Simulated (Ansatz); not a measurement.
Correlation energies of `[CH3][Ga-]([CH3])([NH3+])[Cl]` by basis set

```xyz
14

C    -0.1078    1.5154   -1.2966
Ga   -0.5153    0.0587   -0.0306
C    -0.5459   -1.8751   -0.4181
N     1.0733    0.2243    1.4012
Cl   -2.0281    0.6489    1.4936
H    -0.9128    1.6138   -2.0285
H    -0.0179    2.4732   -0.7793
H     0.8174    1.3279   -1.8483
H    -1.3957   -2.1164   -1.0607
H    -0.6536   -2.4589    0.4988
H     0.3607   -2.2008   -0.9354
H     2.0053    0.0038    1.0688
H     0.8502   -0.3889    2.1779
H     1.0702    1.1742    1.7570
```

Charge 0, multiplicity 1. Correlated methods include outer-core shells of Ga, which these sets cover unevenly. Scalar relativity is left out up to krypton. All single points use the PBE0-D4/def2-TZVP geometry. It is one conformer, not always the lowest. Frozen core, restricted reference, Ansatz.

| basis | HF (Eh) | MP2 corr. |
| --- | --- | --- |
| def2-SVP | -2517.78515 | -0.83060 |
| def2-TZVPP | -2518.34561 | -1.01973 |
| def2-QZVPP | -2518.40465 | -1.32567 |

(1) Estimate the CCSD correlation energy and the (T) correction in each basis where they were run (hartree).

Results:

(1) 
| basis | CCSD corr. | (T) |
| --- | --- | --- |
| def2-SVP | -0.88033 | -0.02384 |
